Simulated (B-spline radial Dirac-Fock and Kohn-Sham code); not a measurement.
**X-ray lines that fill the 3p3/2 vacancy in Sb³⁺**

System: antimony as Sb³⁺, configuration [Kr] 4d10 5s2, inside a Watson sphere of charge -3 and radius 1.6 Å (a model of the Madelung potential; inside it an electron's potential energy is raised by 27.0 eV).

The run's input, task.json:

```json
{"items": [{
  "Z": 51,
  "q": 3,
  "cfg": [[1, 0, 2], [2, 0, 2], [2, 1, 6], [3, 0, 2], [3, 1, 6], [3, 2, 10], [4, 0, 2], [4, 1, 6], [4, 2, 10], [5, 0, 2]],
  "A": 121,
  "rrms": 4.6802,
  "watson": [-3, 1.6],
  "do": ["binding", "quiet", "decay"],
  "holes": ["K", "L1", "L2", "L3", "M1", "M2", "M3", "M4", "M5", "N1", "N2", "N3", "N4", "N5"]
}]}
```

Run with: `python xray_run.py task.json out`

Model: one-electron (LDA, Dirac) transition rates at Dirac-Fock energies. Program: a radial atomic solver.

| line | multipole | energy (eV) | rate (s⁻¹) | share (%) |
| --- | --- | --- | --- | --- |
| M3-M4 | E1 | 231.2 | 7.81e+10 | 1.78 |
| M3-M5 | E1 | 240.6 | 8.05e+11 | 18.3 |
| M3-N1 | E1 | 607.0 | 8.03e+11 | 18.3 |
| M3-N4 | E1 | 737.3 | 2.77e+11 | 6.30 |
| Mγ | E1 | 738.5 | 2.30e+12 | 52.2 |
| M3-O1 | E1 | 767.2 | 1.36e+11 | 3.08 |

The listed lines hold 100.0 % of the radiative rate. The radiative width is 0.00289 eV in the length form and 0.00274 eV in the velocity form; the two differ because the transition energies are not eigenvalue differences of the potential that gave the orbitals.

Values without a named source are computed, but for edge energies of neutral atoms, which are taken from tables.
